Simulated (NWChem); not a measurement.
# CH$_{5}$B; SMILES BC

```xyz
7

B     -0.0011    -0.8709    -0.0177
H      1.0281    -1.4845     0.0174
H     -1.0258    -1.4916     0.0199
C     -0.0021     0.6896    -0.0299
H      0.0392     0.9788     1.0380
H     -0.9112     1.1493    -0.4321
H      0.8810     1.1436    -0.4933
```
Atoms are numbered in this order, from 1.

Level: B3LYP/6-31G* (spherical d) (NWChem); excitation at 532 nm, off resonance, unscaled harmonic frequencies. Structure relaxed at the B3LYP/6-31G* (spherical d) level.

Q: Give the Raman lines with relative activities.

A: 
```tsv
wavenumber (cm⁻¹)	relative intensity
141	5.3
574	2.3
971	8.3
1073	2.0
1097	3.6
1265	2.2
1363	6.8
1470	17
1509	10
2603	92
2672	43
2982	100
3081	82
3128	63
```
